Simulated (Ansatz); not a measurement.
```xyz
9

N     0.199    0.230   -1.668
Zr   -0.454   -0.514    0.086
N     0.611    0.429    1.518
F    -0.122   -2.389    0.202
Cl   -2.754   -0.004    0.386
H     0.817   -0.235   -2.321
H    -0.131    1.090   -2.088
H     1.268    1.183    1.380
H     0.566    0.209    2.505
```

Charge 0, multiplicity 1. Zr: def2 effective core potential.

Problem. List the B3LYP/def2-TZVPP orbital energies in eV (Ansatz 0.2.0). (Estimate.)

Solution. Computed: Occupied: -2761.77, -670.89, -389.33, -389.07, -256.53, -195.48, -195.45, -195.44, -58.47, -35.71, -35.02, -34.93, -30.23, -22.78, -22.49, -21.34, -13.56, -13.29, -11.84, -11.53, -11.46, -10.71, -10.51, -9.61, -8.83, -8.77, -7.81, -7.46. Lowest empty: -1.17, -0.95, -0.66, -0.21, 0.12, 0.27, 0.34, 0.67.

B3LYP here is the variant with VWN-RPA as its local correlation; programs differ in this.
